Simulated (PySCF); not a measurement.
**LaCl: energy against distance**

Set-up: basis La x2c-SVPall, Cl x2c-SVPall; spin-free X2C with a Gaussian nucleus; PySCF 2.14. Energies in eV from La (5d1 6s2) + Cl in their ground configurations at the same level. State: singlet, about 0.1 electrons in the 4f shell (Mulliken).

All columns are ωB97X. A positive dipole means La(−)Cl(+).

```
R (Å)  E (eV)  μ (D)  Mulliken charge on La (basis-dependent)  HOMO (eV)  LUMO (eV)  Mayer bond order  ⟨S²⟩
2.175  -4.116  -1.25                                     0.08      -5.57       0.24              1.55  0.00
2.276  -4.760  -1.81                                     0.16      -5.68       0.08              1.44  0.00
2.377  -5.102  -2.40                                     0.22      -5.79      -0.07              1.35  0.00
2.453  -5.216  -2.88                                     0.26      -5.88      -0.18              1.29  0.03
2.529  -5.240  -3.40                                     0.29      -5.97      -0.30              1.25  0.09
2.605  -5.196  -3.92                                     0.32      -6.06      -0.42              1.21  0.15
2.706  -5.060  -4.61                                     0.35      -6.17      -0.56              1.16  0.21
2.833  -4.808  -5.46                                     0.38      -6.30      -0.73              1.11  0.28
2.984  -4.438  -6.48                                     0.41      -6.44      -0.91              1.05  0.35
3.187  -3.901  -7.81                                     0.45      -6.62      -1.13              0.99  0.43
```

A fit through these points gives, at Re = 2.514 Å, μ = -3.30 D and dμ/dR = -6.83 D/Å; the reduced mass is 27.94 u.

**Question.** How strong is the fundamental in the double-harmonic approximation, I = 42.26·(dμ/dR)²/μred km/mol?

**Answer.** I = 42.26·(-6.83)²/27.94 = 70.6 km/mol at ωB97X.

⟨S²⟩ of the unrestricted solution departs from its pure value on part of the curve, where spin states mix. These are scalar-relativistic numbers at best; spin–orbit coupling would shift them, the dissociation energy most.
